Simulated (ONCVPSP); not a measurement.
How hard is this Nd (Z = 60) ONCV potential?

ONCVPSP 4.0.1 input, shortened (lines: element, Z, core and valence counts, functional; n l f; lmax; l rc ep ncon nbas qcut; lloc lpopt rc5 dvloc0; l nproj debl; icmod fcfact rcfact), PBEsol, fully relativistic:

```
  Nd 60.00    9    3  -116133      upf
    1    0    2.00
    2    0    2.00
    2    1    6.00
    3    0    2.00
    3    1    6.00
    3    2   10.00
    4    0    2.00
    4    1    6.00
    4    2   10.00
    4    3    3.00
    5    0    2.00
    5    1    6.00
    3
    0    1.70    0.00    3    6    4.50
    1    1.55    0.00    4    9    4.30
    2    1.85    0.24    5   10    6.20
    3    1.60    0.00    3    8   11.40
    4    5    1.50    6.00
    0    2    3.50
    1    1    2.60
    2    2    1.60
    3    2    1.80
    2    0.45    0.75
```

Open shells are filled in proportion to 2j + 1.

In the d channel the program set the typed energies aside and used 0.050, 1.650 Ha (j = l + 1/2; the other j can differ).

**Question.** For each optimised wave give the share of its norm inside rc, the residual kinetic energy above qcut (Ha) and the cutoffs (Ha) for errors of 10, 1, 0.1 and 0.01 mHa per electron.

**Answer.**

| wave | norm inside rc | residual KE | 10 mHa | 1 mHa | 0.1 mHa | 0.01 mHa |
| --- | --- | --- | --- | --- | --- | --- |
| 5s | 0.739 | 3.0e-03 | 8.4 | 22.0 | 46.4 | 94.6 |
| s projector 2 | 0.032 | 3.4e-03 | 8.4 | 15.3 | 37.0 | 44.9 |
| 5p j=3/2 | 0.448 | 1.3e-02 | 10.0 | 66.6 | 110.3 | 136.9 |
| 5p j=1/2 | 0.507 | 1.3e-02 | 10.6 | 87.3 | 113.2 | 144.7 |
| d projector 1 j=5/2 | 0.112 | 7.0e-06 | 5.3 | 7.3 | 14.7 | 18.9 |
| d projector 2 j=5/2 | 0.069 | 2.1e-04 | 6.8 | 8.7 | 58.3 | 131.6 |
| d projector 1 j=3/2 | 0.409 | 1.0e-05 | 5.7 | 7.4 | 10.0 | 21.9 |
| d projector 2 j=3/2 | 0.069 | 8.3e-04 | 7.0 | 10.1 | 120.1 | 138.5 |
| 4f j=7/2 | 0.886 | 1.0e-06 | 44.8 | 51.2 | 56.4 | 60.6 |
| f projector 2 j=7/2 | 0.058 | 1.5e-06 | 41.4 | 49.9 | 56.0 | 61.0 |
| 4f j=5/2 | 0.890 | 1.1e-06 | 44.8 | 51.3 | 56.4 | 60.7 |
| f projector 2 j=5/2 | 0.058 | 1.5e-06 | 41.4 | 49.9 | 56.1 | 61.1 |

The occupied waves need 87 Ha and 113 Ha for 1 and 0.1 mHa. 3 of 4 tests not solved or not reliable.
